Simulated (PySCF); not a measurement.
# Broadened absorption spectrum of GeClI3

Compound: GeClI3.
Bonds: Ge1–Cl2, Ge1–I3, Ge1–I4, Ge1–I5.

The calculation used TDDFT PBE0/def2-SVPD, vertical, gas phase, core orbitals frozen in the response, def2 core potentials past Kr (PySCF 2.14.0, density-fitted response routines). Geometry: PBE0-D3(BJ)/def2-SVP; no solvent, vibrations or thermal averaging. Spin–orbit coupling is left out.

Broadening: Gaussians 0.3 eV wide at half height, area fixed by f = 4.319×10⁻⁹ ∫ε dν̃. The width is an assumption, not a result. The curve ends short of the highest state used, and states not computed would add to its high-energy end.

λ (nm), ε (L mol⁻¹ cm⁻¹) and a bar:
```
    231.1       1058 ####
    237.9       6022 ######################
    244.7       8280 ##############################
    251.5       3407 ############
    258.3        506 ##
    265.1         32 
    271.9          2 
    278.7         22 
    285.5        239 #
    292.4       1265 #####
    299.2       3398 ############
    306.0       5165 ###################
    312.8       4765 #################
    319.6       2860 ##########
    326.4       1281 #####
    333.2        723 ###
    340.0        837 ###
    346.9       1071 ####
    353.7       1070 ####
    360.5        819 ###
    367.3        491 ##
    374.1        237 #
    380.9         94 
    387.7         32 
    394.5          9 
    401.3          2 
    408.2          0 
    415.0          0 
    421.8          0 
    428.6          0
```

(1) Where are the band maxima, and which computed states make them?

(2) On this curve, what absorbance would a 10⁻⁴ mol/L sample give at 248 nm over a 1 cm path?

(3) Coming from long wavelengths, where does ε first pass 100 L mol⁻¹ cm⁻¹?

(4) Does any computed singlet lie in the visible range?

Answers

(1) 350 nm (3.54 eV), ε about 1100, made up of S2 (49%) and S3 (50%); 308 nm (4.02 eV), ε about 5300, made up of S4 (40%), S5 (40%) and S6 (20%); 243 nm (5.10 eV), ε about 8600, made up of S7 (50%) and S8 (50%) (ε in L mol⁻¹ cm⁻¹; maxima over ε = 5, shares over 10%). The states used: S1 3.34 eV (f 0.0000); S2 3.54 eV (f 0.0061); S3 3.54 eV (f 0.0062); S4 4.01 eV (f 0.023); S5 4.02 eV (f 0.024); S6 4.05 eV (f 0.012); S7 5.10 eV (f 0.048); S8 5.10 eV (f 0.048); S9 5.81 eV (f 0.018); S10 5.81 eV (f 0.017); S11 5.91 eV (f 0.0001); S12 5.96 eV (f 0.0031); S13 5.96 eV (f 0.0025); S14 5.97 eV (f 0.0073).

(2) 248 nm is 4.999 eV, where ε is about 6200 L mol⁻¹ cm⁻¹, so A = ε c l ≈ 0.62 (Beer–Lambert, with the gas-phase spectrum and the assumed width).

(3) At about 380 nm (3.26 eV), 0.08 eV below S1.

(4) No computed singlet lies in the visible range (380 to 750 nm); the lowest, at 371 nm, stands 0.08 eV above its violet end (3.26 eV); a Tamm–Dancoff triplet lies at 412 nm, without intensity as long as spin–orbit coupling is left out.

All these states lie below the vertical ionisation energy of 9.52 eV (ΔSCF).

Time: 6.3 min of wall time (with the writing of density and orbital grids); peak memory 0.79 GiB. Hardware: one thread of an Intel Xeon at 2.50 GHz, shared host with 64 logical CPUs at a one-minute load of 64.
